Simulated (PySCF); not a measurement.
C7H9N.
Numbering: `[H]/[N:8]=[CH:7]\[C:5](/[CH:4]=[CH:3]\[CH:2]=[CH2:1])=[CH2:6]` (hydrogens: H9, H10 on C1; H11 on C2; H12 on C3; H13 on C4; H14, H15 on C6; H16 on C7; H17 on N8)

The geometry is computed with GFN2-xTB (gas phase).

(1) What internal coordinates does the optimisation give?

Results:

(1) 
```json
{"bond": "C1=C2", "length (pm)": "133.0"}
{"bond": "C2–C3", "length (pm)": "144.4"}
{"bond": "C3=C4", "length (pm)": "133.9"}
{"bond": "C4–C5", "length (pm)": "146.4"}
{"bond": "C5=C6", "length (pm)": "133.7"}
{"bond": "C5–C7", "length (pm)": "147.3"}
{"bond": "C7=N8", "length (pm)": "125.8"}
{"bond": "C1–H9", "length (pm)": "107.8"}
{"bond": "C1–H10", "length (pm)": "107.6"}
{"bond": "C2–H11", "length (pm)": "108.2"}
{"bond": "C3–H12", "length (pm)": "108.3"}
{"bond": "C4–H13", "length (pm)": "108.5"}
{"bond": "C6–H14", "length (pm)": "107.7"}
{"bond": "C6–H15", "length (pm)": "107.8"}
{"bond": "C7–H16", "length (pm)": "108.8"}
{"bond": "N8–H17", "length (pm)": "102.0"}
```

A selection of angles:
```json
{"angle": "C2–C1–H9", "degrees": "121.7"}
{"angle": "C2–C1–H10", "degrees": "122.0"}
{"angle": "H9–C1–H10", "degrees": "116.4"}
{"angle": "C1–C2–C3", "degrees": "123.1"}
{"angle": "C1–C2–H11", "degrees": "120.1"}
{"angle": "C3–C2–H11", "degrees": "116.8"}
{"angle": "C2–C3–C4", "degrees": "125.9"}
{"angle": "C2–C3–H12", "degrees": "115.5"}
{"angle": "C4–C3–H12", "degrees": "118.6"}
{"angle": "C3–C4–C5", "degrees": "126.5"}
{"angle": "C3–C4–H13", "degrees": "118.8"}
{"angle": "C5–C4–H13", "degrees": "114.7"}
{"angle": "C4–C5–C6", "degrees": "123.2"}
{"angle": "C4–C5–C7", "degrees": "117.4"}
{"angle": "C6–C5–C7", "degrees": "119.4"}
{"angle": "C5–C6–H14", "degrees": "122.0"}
{"angle": "C5–C6–H15", "degrees": "121.3"}
{"angle": "H14–C6–H15", "degrees": "116.7"}
{"angle": "C5–C7–N8", "degrees": "128.7"}
{"angle": "C5–C7–H16", "degrees": "115.3"}
{"angle": "N8–C7–H16", "degrees": "116.0"}
{"angle": "C7–N8–H17", "degrees": "115.0"}
```

Torsions: C1–C2–C3–C4 174° (antiperiplanar); C2–C3–C4–C5 -4° (synperiplanar); C3–C4–C5–C6 -47° (synclinal); C4–C5–C7–N8 -9° (synperiplanar); H17–N8–C7–C5 0° (synperiplanar). The mirror-image conformer, all signs reversed, is as good.

The 6 C–C bonds span 1.330 Å (C1=C2, drawn double) to 1.473 Å (C5–C7, drawn single), a spread of 0.143 Å. Of the pairs four or more bonds apart, C4···H17 is among the closest relative to their van der Waals radii: 2.56 Å, 88 % of the sum of Bondi's values. N8 (imine nitrogen) is bent (angle 115.0°).

Point group: C1 (no symmetry element, even within 0.4 Å). No GFN2-xTB frequencies stand behind this structure, so it isn't proved a minimum. The numbers are those of one conformer.
